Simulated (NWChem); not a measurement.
System: Bi, quartet

All runs: NWChem. Spin-unrestricted. No stability test was run on the SCF state. def2 effective core potentials on Bi; no spin-orbit coupling. Total energies compare along this basis series because the functional is fixed.

```tsv
level	basis functions	energy (Ha)	highest occupied level (eV)	lowest empty minus highest occupied level, either spin (eV)	relative time
PBE/def2-SVP	26	-214.6313	-5.11	1.86	1
PBE/def2-SVPD	32	-214.6316	-5.11	1.86	1
PBE/def2-TZVP	50	-214.6371	-5.18	1.83	2
PBE/def2-TZVPD	56	-214.6371	-5.18	1.82	2
PBE/def2-TZVPP	50	-214.6371	-5.18	1.83	2
PBE/def2-QZVP	82	-214.6379	-5.19	1.82	7
```

Relative times are rough (shared machine, one core).
